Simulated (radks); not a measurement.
The numbers below are computed, except where a source is named.
Problem. These are the eigenvalues of the occupied orbitals of an atom or ion with whole-number occupations (eV). Level of theory: scalar-relativistic Kohn-Sham, SCAN, spin-polarised, spherical densities, finite nucleus; meta-GGA in the generalised Kohn-Sham scheme; Fermi nuclear charge, rms radius of each element as measured or else 0.836 A^(1/3) + 0.57 fm (a radial shooting solver on a logarithmic mesh with Libxc functionals).

| orbital | eigenvalue |
|---|---|
| 1s up | -5901.801 |
| 1s down | -5901.798 |
| 2s up | -675.1919 |
| 2s down | -673.0000 |
| 2p up | -565.7343 |
| 2p down | -564.0894 |
| 3s up | -77.9900 |
| 3s down | -72.2965 |
| 3p up | -48.1536 |
| 3p down | -42.5052 |
| 4s up | -4.9407 |
| 3d up | -3.8971 |

Which element is it, and in what charge state? The configuration may be excited. Open shells, if any, are filled with parallel spins first.

Solution. Z = 24, chromium, charge 0: Cr in [Ar] 3d5 4s1. The list shows which subshells hold electrons but not how many an open one holds; the 1s level, -216.89 hartree, gives Z - s = 20.8 by -(Z - s)^2/2, which with screening and relativity narrows Z to a few neighbours, and the depths of the outer levels then fix element, charge and occupations together.
